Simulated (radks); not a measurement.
The numbers below are computed, except where a source is named.
Ce2+, 56 electrons, occupied as [Xe] 4f1 6s1 (not the ground configuration). Code: a radial shooting solver on a logarithmic mesh with Libxc functionals. Model: Dirac Kohn-Sham, BLYP, spin-unpolarised, spherical densities, finite nucleus; open shells fill j = l - 1/2 first; Fermi nuclear charge, rms radius 4.8771 fm. Some entries of the table are withheld. Estimate them.

| orbital | occ. | eigenvalue (eV) | <1/r> (bohr^-1) |
|---|---|---|---|
| 1s1/2 | 2 | -40251.85 | 63.34 |
| 2s1/2 | 2 | -6455.268 | 14.93 |
| 2p1/2 | 2 | -6096.299 | 14.92 |
| 2p3/2 | 4 | -5649.524 | 13.51 |
| 3s1/2 | 2 | -1401.742 | 5.388 |
| 3p1/2 | 2 | -1249.625 | 5.302 |
| 3p3/2 | 4 | -1161.847 | 4.951 |
| 3d3/2 | 4 | -895.6349 | 4.817 |
| 3d5/2 | 6 | -876.7812 | 4.728 |
| 4s1/2 | 2 | -295.6021 | 2.234 |
| 4p1/2 | 2 | (1) | 2.130 |
| 4p3/2 | 4 | (2) | 2.015 |
| 4d3/2 | 4 | -127.4543 | 1.797 |
| 4d5/2 | 6 | -124.1470 | 1.768 |
| 5s1/2 | 2 | -55.5167 | 0.8832 |
| 5p1/2 | 2 | -39.9012 | 0.7843 |
| 5p3/2 | 4 | -37.0466 | 0.7446 |
| 4f5/2 | 1 | (3) | 1.229 |
| 4f7/2 | 0 | (4) | 1.219 |
| 6s1/2 | 1 | -14.9376 | 0.3538 |

Answer. 
(1) 4p1/2 eigenvalue (eV): -239.1097
(2) 4p3/2 eigenvalue (eV): -220.2242
(3) 4f5/2 eigenvalue (eV): -20.6478
(4) 4f7/2 eigenvalue (eV): -20.3089
